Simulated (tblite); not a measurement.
Compound: C₃H₁₅NSi₃.
Structure used (GFN2-xTB), in Å, numbered top down from 1:
```
atom  x, y, z in Å
C1    -0.353   -2.206   -0.185
Si2   -0.305   -0.668    0.939
C3    -2.056    0.110    0.918
Si4   -2.643    0.849   -0.724
Si5    1.330    0.852    0.323
C6     3.092    0.269    0.739
N7     1.311    0.954   -1.404
H8    -0.464   -1.924   -1.228
H9     0.566   -2.779   -0.100
H10   -1.176   -2.869    0.066
H11   -0.112   -1.176    2.320
H12   -2.092    0.892    1.677
H13   -2.776   -0.645    1.235
H14   -4.040    1.286   -0.623
H15   -2.547   -0.131   -1.810
H16   -1.813    2.014   -1.062
H17    1.178    2.174    0.984
H18    3.224    0.166    1.811
H19    3.304   -0.694    0.287
H20    3.842    0.970    0.385
H21    0.445    1.165   -1.871
H22    2.074    1.411   -1.880
```

Computed with GFN2-xTB (tblite): harmonic, unscaled wavenumbers at the GFN2-xTB geometry, gas phase. Errors from tens to a few hundred cm⁻¹ against measured bands are possible. Modes of hydrogen on silicon can be 10 to 20 % off. One conformer, not necessarily the lowest.

Harmonic wavenumbers (cm⁻¹): 27.2, 39.5, 86.2, 97.1, 114.7, 120.3, 124.0, 126.5, 160.9, 192.4, 216.6, 248.5, 255.3, 414.8, 488.4, 511.0, 518.3, 592.2, 610.5, 634.8, 651.4, 679.2, 697.8, 725.1, 749.3, 782.5, 789.8, 800.4, 806.9, 814.2, 819.2, 820.4, 830.2, 851.2, 891.9, 1022.6, 1133.1, 1369.7, 1376.2, 1458.6, 1488.2, 1492.8, 1497.7, 1500.0, 1526.3, 2036.4, 2071.7, 2205.9, 2227.4, 2241.1, 2964.7, 2975.1, 3028.5, 3033.8, 3038.7, 3041.7, 3043.3, 3048.6, 3463.4, 3502.3.

A = 1884, B = 833.3, C = 711.8 MHz; mass 149.051 u (most abundant isotopes); point group C1, symmetry number 1.

Q: What is the zero-point energy?

A: ½Σν̃ = 36538 cm⁻¹ = 437.09 kJ/mol.

Q: Entropy at 200 K, 1 bar (ideal gas, RRHO, classical rotation)?

A: Translation 162.97, rotation 120.72, vibration 141.37: S = 425.1 J/(mol K).

Q: And Cp and H(200 K) − H(0)?

A: Cp = 166.22 J/(mol K), of which vibrations give 132.97 (their classical limit is 60 R = 498.9); H(200 K) − H(0) = 21.22 kJ/mol without the zero-point energy, 14.57 from vibrations.

Q: Which modes carry the vibrational entropy at 200 K?

A: 27.2 cm⁻¹: 21.89; 39.5 cm⁻¹: 18.80; 86.2 cm⁻¹: 12.42; 97.1 cm⁻¹: 11.46; 114.7 cm⁻¹: 10.14; 120.3 cm⁻¹: 9.77 J/(mol K); the other 54 give 56.88 together.

Q: How do the functions run with temperature in this model?

A: 
```
T (K)  S (J/(mol K))  Cp (J/(mol K))  H − H(0) (kJ/mol)  G − H(0) (kJ/mol)  ln q(vib)
  100          330.9           112.2               7.33             -25.76       3.63
  300          502.9           220.4              40.61            -110.27      12.47
  500          635.8           300.7              93.33            -224.59      20.24
  800          794.7           374.6             195.56            -440.16      30.51
 1000          882.0           408.0             273.99            -608.02      36.57
```

q(vib) and H(0) count from the zero-point level.

Q: What must be added to the electronic energy to get the Gibbs energy at 200 K and 1 bar?

A: ZPE + [H(200 K) − H(0)] − T·S = 437.09 + 21.22 − 85.01 = 373.30 kJ/mol.

Q: Blend soft modes into free rotors: weight 1/[1 + (100 cm⁻¹/ν̃)⁴] for the oscillator and the rest for a rotor with moment μB/(μ + B), μ = h/(8π²ν), B = 10⁻⁴⁴ kg m². What vibrational entropy results?

A: 129.21 J/(mol K) in place of 141.37, which changes −T·S at 200 K by +2.43 kJ/mol.

Hindered rotation and anharmonicity are outside this model. Other conformers, if any are populated, would add a mixing term that is left out. The structure is chiral; the term R ln 2 for an equal mix with its mirror image is left out.
